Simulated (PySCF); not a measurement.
C₄H₆F₂, SMILES F[C@H]1CC[C@@H]1F. Heavy atoms are numbered as in [F:1][C@H:2]1[CH2:3][CH2:4][C@@H:5]1[F:6]. Hydrogens are named by the atom that carries them.

Geometry optimised at PBE0-D3(BJ)/def2-SVP. The structure was generated by enumeration; whether it is a known compound was not checked.

The numbers are results of PySCF with PBE0/def2-TZVP, not measurements.

ESP charges are fitted to the potential on shells at 1.4 to 2.0 van der Waals radii. Atomic charges (e), one atom of each kind:

```tsv
atom	meta-Löwdin	Mulliken	ESP fit
F1	-0.31	-0.22	-0.26
C2 (CH)	0.19	0.12	0.19
C3 (CH2)	-0.23	-0.22	-0.25
H on C2	0.11	0.08	0.09
H on C3	0.12	0.12	0.10
```

Computed Mayer and Wiberg (Löwdin basis) orders of the bonds:
```
bond   Mayer  Wiberg
-----  -----  ------
F1–C2   1.05    1.69
C2–C3   1.00    1.15
C3–C4   1.01    1.17
C2–C5   0.99    1.13
C4–C5   1.00    1.15
C5–F6   1.05    1.69
```
